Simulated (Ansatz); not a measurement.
Ansatz (an electronic-structure program) input (CCSD(T)/def2-SVPD):

Ansatz 0.2 input:
```yaml
crystal:
  periodic: [false, false, false]
  atoms:
    - {symbol: In, position_ang: [-0.00000000, -0.00000000, -0.03605115]}
    - {symbol: H, position_ang: [0.00000000, 0.00000000, 1.76650620]}
basis:
  gaussian:
    orbitals: def2-SVPD
magnetization: {spin_polarized: true, initial_magnetization: 2}
correlation: {method: ccsd_t, electrons: outside_noble_gas}
output: {forces: true}
```

End of the output:

```
mean field evaluation 8: about -5162.5645 eV, gradient 2.6e-1 eV
mean field evaluation 16: about -5162.4261 eV, gradient 2.1e0 eV
mean field evaluation 32: about -5162.5692 eV, gradient 2.4e-1 eV
mean field evaluation 64: about -5159.0359 eV, gradient 3.3e0 eV
mean field evaluation 96: about -5159.6346 eV, gradient 5.6e-4 eV
mean field evaluation 128: about -5159.6342 eV, gradient 4.0e-2 eV
mean field -5162.56980135 eV, -189.7209408840 hartree, gradient 8.8e-7 eV, S^2 2.024855; 3 other end points of the search recorded, 0 dependent functions left out
determinant -5162.56980135 eV, -189.7209408840 hartree, with singles and doubles -5163.84542374 eV, -189.7678191422 hartree
determinant -5159.63460881 eV, -189.6130745480 hartree, with singles and doubles -5160.94341618 eV, -189.6611723315 hartree
9 core orbitals not correlated
reference -5162.56980135 eV, -189.7209408840 hartree; 3, 1 occupied and 28, 30 virtual orbitals, 505 factors
densities: 0.09 GiB planned
second order -0.88938996 eV of doubles, -0.00000000 eV of singles
coupled cluster: 0.08 GiB planned
cycle   1  -1.26590808 eV  change   -4.7e-2 eV  update   1.7e-2
cycle   2  -1.27076660 eV  change   -4.9e-3 eV  update   6.8e-3
cycle   3  -1.27437290 eV  change   -3.6e-3 eV  update   2.4e-3
cycle   4  -1.27538443 eV  change   -1.0e-3 eV  update   8.9e-4
cycle   5  -1.27554237 eV  change   -1.6e-4 eV  update   3.7e-4
cycle   6  -1.27559406 eV  change   -5.2e-5 eV  update   1.4e-4
cycle   7  -1.27560156 eV  change   -7.5e-6 eV  update   4.5e-5
cycle   8  -1.27559602 eV  change    5.5e-6 eV  update   1.3e-5
cycle   9  -1.27559534 eV  change    6.8e-7 eV  update   3.8e-6
cycle  10  -1.27559548 eV  change   -1.4e-7 eV  update   1.2e-6
perturbative correction -0.02541294 eV, -0.0009339082 hartree
the calculation of the forces begins
Total energy: -5163.87080977 eV, -189.7687520616 hartree
Atom 0 at    -0.000000    -0.000000    -0.036051 Å, force    -0.000000     0.000000     0.025156 eV/Å
Atom 1 at     0.000000     0.000000     1.766506 Å, force     0.000000    -0.000000    -0.025156 eV/Å
Dipole moment:     0.000000    -0.000000    -0.125846 e Å
```

This is an excited triplet: at this geometry the singlet lies 1.95 eV lower at CCSD(T)/CBS(def2-TZVPPD,def2-QZVPPD).
